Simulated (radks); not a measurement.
Spherical quantum dot in the effective-mass picture: electrons in a well V = -V0 / (1 + exp((r - R)/a)) with V0 = 19.8, R = 3.23, a = 0.33, with a point charge +2 (a donor) at the centre, all in effective atomic units (hartree* = m*/eps^2 hartree, bohr* = eps/m* bohr), one dielectric constant everywhere. Calculated with a radial shooting solver with Libxc functionals: non-relativistic Kohn-Sham, LDA (Slater exchange, Perdew-Wang correlation), spin-polarised, spherical densities. Levels are named by radial order and angular momentum (1s, 1p, 1d, 2s, ...), and open shells are averaged over m. Results are scaled to m* = 0.091 and eps = 5.9, for which hartree* = 71.14 meV and bohr* = 3.431 nm.

N = 5, configuration 1s2 1p(up 3, down 0). This is the lowest configuration that the search found. Occupied and some empty levels:

level    occupation  eigenvalue (meV)  <r> (nm)
1s up             1           -1313.4     3.239
1s down           1           -1306.0     3.118
1p up             3           -1228.3     5.538
1p down           0           -1216.5     5.550
2s up             0           -1198.4     5.252
2s down           0           -1189.8     5.357
1d up             0           -1166.1     6.305
1d down           0           -1154.6     6.342
1f up             0           -1096.9     6.822
1f down           0           -1086.2     6.863

Energy (meV): total -6848.82, kinetic 435.26, external -7713.0, Hartree 597.29, exchange-correlation -168.40.
